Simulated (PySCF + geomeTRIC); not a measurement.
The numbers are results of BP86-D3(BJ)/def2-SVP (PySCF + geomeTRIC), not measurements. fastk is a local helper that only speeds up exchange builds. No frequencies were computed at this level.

```python
import json, numpy as np
from pyscf import gto, dft
from fastk import lowrank_exchange
atoms = """
Ti     0.059924    -0.001961    -0.010174
Cl     1.435519    -0.949433     1.274806
Cl     0.993993     0.874257    -1.683697
Br    -1.136310     1.623496     1.170339
Br    -1.551848    -1.540212    -0.717830
"""
def scf(charge, spin, dm0=None):
    mol = gto.M(atom=atoms, basis='def2-svp', ecp={}, charge=charge, spin=spin, verbose=3, max_memory=10080)
    mf = dft.KS(mol, xc='bp86').density_fit(auxbasis="def2-universal-jkfit")
    mf.disp = 'd3bj'
    mf.grids.level = 3
    mf.conv_tol = 1e-8
    mf.max_cycle = 120
    mf.level_shift = 0.25
    mf.kernel(dm0)
    if not mf.converged:
        mf = mf.newton().run(mf.mo_coeff, mf.mo_occ).undo_soscf()
    return mf
mf = scf(0, 0)
from pyscf.geomopt.geometric_solver import kernel as optimize
path = []
done, mol = optimize(mf, maxsteps=120, assert_convergence=False, callback=lambda env: path.append((env["energy"], bool(env["g_scanner"].converged))))
res = dict(converged=bool(done and path[-1][1]), energy=path[-1][0], path=[e for e, c in path], xyz=mol.atom_coords(unit="Angstrom").tolist(), nao=mol.nao)
json.dump(res, open("result.json", "w"))
```

Output:

```
converged SCF energy = -6918.21025958532
Geometry optimization cycle 1
converged SCF energy = -6918.21025957282
cycle 1: E = -6918.21025957  dE = -6918.21  norm(grad) = 0.0472121
Geometry optimization cycle 2
converged SCF energy = -6918.21323839019
cycle 2: E = -6918.21323839  dE = -0.00297882  norm(grad) = 0.0112329
Geometry optimization cycle 3
converged SCF energy = -6918.21344777525
cycle 3: E = -6918.21344778  dE = -0.000209385  norm(grad) = 0.00137119
Geometry optimization cycle 4
converged SCF energy = -6918.21346326349
cycle 4: E = -6918.21346326  dE = -1.54882e-05  norm(grad) = 0.000629138
Geometry optimization cycle 5
converged SCF energy = -6918.21346688915
cycle 5: E = -6918.21346689  dE = -3.62566e-06  norm(grad) = 0.000569931
Geometry optimization cycle 6
converged SCF energy = -6918.21346693091
cycle 6: E = -6918.21346693  dE = -4.17531e-08  norm(grad) = 0.000298126
Geometry optimization cycle 7
converged SCF energy = -6918.21346621302
cycle 7: E = -6918.21346621  dE = 7.17886e-07  norm(grad) = 0.00035075
<class 'geometric.internal.Distance'> : 4
<class 'geometric.internal.Angle'> : 6
<class 'geometric.internal.TranslationX'> : 1
<class 'geometric.internal.TranslationY'> : 1
<class 'geometric.internal.TranslationZ'> : 1
<class 'geometric.internal.RotationA'> : 1
<class 'geometric.internal.RotationB'> : 1
<class 'geometric.internal.RotationC'> : 1
Step    0 : Gradient = 2.111e-02/3.274e-02 (rms/max) Energy = -6918.2102595728
Step    1 : Displace = 2.895e-02/3.314e-02 (rms/max) Trust = 1.000e-01 (=) Grad = 5.023e-03/9.074e-03 (rms/max) E (change) = -6918.2132383902 (-2.979e-03) Quality = 1.177
Step    2 : Displace = 1.052e-02/1.698e-02 (rms/max) Trust = 1.414e-01 (+) Grad = 6.132e-04/1.139e-03 (rms/max) E (change) = -6918.2134477752 (-2.094e-04) Quality = 1.141
Step    3 : Displace = 5.664e-03/7.642e-03 (rms/max) Trust = 2.000e-01 (+) Grad = 2.814e-04/3.959e-04 (rms/max) E (change) = -6918.2134632635 (-1.549e-05) Quality = 1.148
Step    4 : Displace = 4.100e-03/5.421e-03 (rms/max) Trust = 2.828e-01 (+) Grad = 2.549e-04/3.425e-04 (rms/max) E (change) = -6918.2134668892 (-3.626e-06) Quality = 0.772
Step    5 : Displace = 2.341e-03/3.019e-03 (rms/max) Trust = 3.000e-01 (+) Grad = 1.333e-04/2.167e-04 (rms/max) E (change) = -6918.2134669309 (-4.175e-08) Quality = 0.018
Step    6 : Displace = 1.164e-03/1.459e-03 (rms/max) Trust = 1.171e-03 (-) Grad = 1.569e-04/2.111e-04 (rms/max) E (change) = -6918.2134662130 (+7.179e-07) Quality = -0.265
Converged! =D
```

Cost: very roughly 3 core-minutes.
